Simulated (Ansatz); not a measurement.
Reactions of `C[N](C)[Ge][OH]`.

Gas-phase electronic energies from Ansatz, PBE0-D4/def2-TZVP geometries. CBS: MP2 limit from def2 TZ/QZ plus the TZ coupled-cluster correction, frozen cores. DFT in def2-TZVPP. def2 core potentials past Kr. For Br, Ge, In outer-core shells are correlated without core-valence functions, which leaves a few kJ/mol of doubt a bond. Scalar relativity is left out up to krypton. One conformer a species, not always the lowest.

```json
{"reaction": "`C[N](C)[Ge][OH]` + `CBr` → `[OH][Ge][Br]` + `CN(C)C`", "PBE-D4 (kJ/mol)": "-74", "MP2/CBS(def2) (kJ/mol)": "-68", "r2SCAN-D4 (kJ/mol)": "-75", "ωB97M-V (kJ/mol)": "-78"}
{"reaction": "`C[N](C)[Ge][OH]` + HBr → `[OH][Ge][Br]` + `CNC`", "PBE-D4 (kJ/mol)": "-76", "MP2/CBS(def2) (kJ/mol)": "-67", "r2SCAN-D4 (kJ/mol)": "-75", "ωB97M-V (kJ/mol)": "-77"}
{"reaction": "`C[N](C)[Ge][OH]` + `C[N](C)[In]([SH])[Cl]` → `[OH][Ge][Cl]` + `C[N](C)[In]([SH])[N](C)C`", "PBE-D4 (kJ/mol)": "57", "MP2/CBS(def2) (kJ/mol)": "60", "r2SCAN-D4 (kJ/mol)": "65", "ωB97M-V (kJ/mol)": "58"}
{"reaction": "`C[N](C)[Ge][OH]` + `O[SiH3]` → `[OH][Ge][O][SiH3]` + `CNC`", "PBE-D4 (kJ/mol)": "-34", "MP2/CBS(def2) (kJ/mol)": "-33", "r2SCAN-D4 (kJ/mol)": "-38", "ωB97M-V (kJ/mol)": "-44"}
```

(1) Give the CCSD(T)/CBS values in the same order. (An estimate is asked.)

Largest T1 diagnostic: 0.015, for `[OH][Ge][O][SiH3]`.

## Answers

(1) The calculation gave: -69, -68, 59, -37 kJ/mol.
